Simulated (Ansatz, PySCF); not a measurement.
Process, species as SMILES: COBOC -> [CH2]OBOC + H atom (the C-H bond at the site shown breaks; other sites are not compared here)
Each molecule is optimised on its own at B3LYP-D3(BJ)/def2-TZVP (Ansatz, a quantum-chemistry and plane-wave program), one conformer each, not searched for the lowest. Frequencies are from Ansatz.
Geometry of the first species:
```
O
B 1 1.3595
O 2 1.3537 1 120.23
C 1 1.4199 2 122.05 3 -180.00
H 4 1.0909 1 109.03 2 -120.65
H 4 1.0909 5 108.84 1 118.82
H 4 1.0923 5 109.22 6 119.16
C 3 1.4263 2 120.99 1 0.00
H 8 1.0884 3 107.31 2 -180.00
H 8 1.0915 9 109.50 3 -120.51
H 8 1.0915 9 109.50 10 -118.99
H 2 1.1950 3 118.11 8 180.00
```
Charge 0, spin multiplicity 1.

Quantity: bond dissociation energy (enthalpy at 298 K, with B3LYP-D3(BJ) rigid-rotor harmonic-oscillator terms), in kJ/mol. Valence correlation only, unless marked. Open shells are spin-unrestricted. Spin-orbit coupling is left out. Non-relativistic. CBS marks a two-point X^-3 extrapolation of the correlation energy; Hartree-Fock from the larger set. [CCSD(T)-MP2]/basis is that difference in the basis named.

RI-MP2/CBS(cc-pVTZ,cc-pVQZ)+[CCSD(T)-MP2]/cc-pVTZ (Ansatz) gives 412.4 kJ/mol.

Q: Another calculation gave 388.1 kJ/mol. Which level was it?
(A) SVWN5/def2-TZVPD (Ansatz)
(B) B97M-V/def2-TZVPD (Ansatz)
(C) HF/def2-TZVPD (PySCF)
(D) LC-wPBE/def2-TZVPD (Ansatz)

A: D, LC-wPBE/def2-TZVPD (Ansatz). The others give 430.1 (SVWN5), 399.4 (B97M-V), 305.8 (HF) kJ/mol.
